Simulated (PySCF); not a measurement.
**Stationary points of MoN2**

These are results of PySCF, PBE0, basis Mo def2-TZVP with ECP28, N def2-TZVP (scalar-relativistic core potentials, no spin–orbit coupling, density fitting), not measurements.

Relaxations began from a few typed shapes. The search is not exhaustive: other isomers or separated fragments can lie lower, and high-lying points may rest on an excited occupation.

Order these stationary points by electronic energy, lowest first, in kJ/mol from the lowest minimum.
A. singlet D∞h: Mo–N 1.684 Å (×2); N–Mo–N 180.0°
B. singlet C2v: Mo–N 1.652 Å (×2); N–Mo–N 104.4°

B (0.0), A (351.0).

Which of them are minima?

By energy in kJ/mol, 0.0: minimum; 351.0: saddle point, 2 imaginary modes.

Formally Mo is in oxidation state +6, d0. A d0 centre has no lone pair, yet it is C2v rather than linear: covalent bonding through the d orbitals favours lower symmetry. The polar-tensor charge on Mo, 1.42, is far below the formal one.

The electron or spin density has lower symmetry than the nuclear frame for the singlet D∞h at 351.0 kJ/mol.
